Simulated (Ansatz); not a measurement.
C3H9AlS, SMILES `CCC[S][AlH2]`. Charge 0, multiplicity 1. The structure was optimised at the PBE0-D4/def2-TZVP level. It is one conformer, not always the lowest.

```xyz
14

C     0.464   -1.168    1.737
C     0.640   -0.653    0.318
C     0.292    0.818    0.203
S     0.611    1.502   -1.464
Al   -1.268    1.099   -2.470
H    -0.568   -1.045    2.078
H     0.712   -2.229    1.804
H     1.110   -0.631    2.436
H     1.670   -0.806   -0.018
H     0.006   -1.223   -0.370
H     0.906    1.412    0.884
H    -0.752    0.990    0.473
H    -1.394    1.501   -3.993
H    -2.427    0.434   -1.617
```

Problem. What is the dipole moment at ωB97M-V/def2-TZVPP? (Estimate.)

Solution. Ansatz gave: 1.57 D, with components (-0.50, -0.83, 1.23) D in this frame, pointing from negative to positive charge.

Problem. And with PBE, r2SCAN, B3LYP? (An estimate is asked.)

Solution. Computed: PBE 1.66 D, r2SCAN 1.72 D, B3LYP 1.61 D.

Problem. Give the Mulliken charges with ωB97M-V, B3LYP, r2SCAN in def2-TZVPP. (Estimate.)

Solution. The calculation gave: 
```json
{"atom": "C1", "ωB97M-V": "-0.31", "B3LYP": "-0.26", "r2SCAN": "-0.15"}
{"atom": "C2", "ωB97M-V": "-0.13", "B3LYP": "-0.08", "r2SCAN": "0.00"}
{"atom": "C3", "ωB97M-V": "-0.21", "B3LYP": "-0.09", "r2SCAN": "0.01"}
{"atom": "S4", "ωB97M-V": "-0.20", "B3LYP": "-0.24", "r2SCAN": "-0.28"}
{"atom": "Al5", "ωB97M-V": "0.32", "B3LYP": "0.38", "r2SCAN": "0.41"}
{"atom": "H6", "ωB97M-V": "0.10", "B3LYP": "0.08", "r2SCAN": "0.04"}
{"atom": "H7", "ωB97M-V": "0.11", "B3LYP": "0.09", "r2SCAN": "0.05"}
{"atom": "H8", "ωB97M-V": "0.10", "B3LYP": "0.08", "r2SCAN": "0.04"}
{"atom": "H9", "ωB97M-V": "0.10", "B3LYP": "0.07", "r2SCAN": "0.03"}
{"atom": "H10", "ωB97M-V": "0.08", "B3LYP": "0.06", "r2SCAN": "0.02"}
{"atom": "H11", "ωB97M-V": "0.14", "B3LYP": "0.10", "r2SCAN": "0.07"}
{"atom": "H12", "ωB97M-V": "0.13", "B3LYP": "0.10", "r2SCAN": "0.07"}
{"atom": "H13", "ωB97M-V": "-0.10", "B3LYP": "-0.13", "r2SCAN": "-0.15"}
{"atom": "H14", "ωB97M-V": "-0.11", "B3LYP": "-0.14", "r2SCAN": "-0.16"}
```

B3LYP here is the variant with VWN-RPA as its local correlation; programs differ in this.
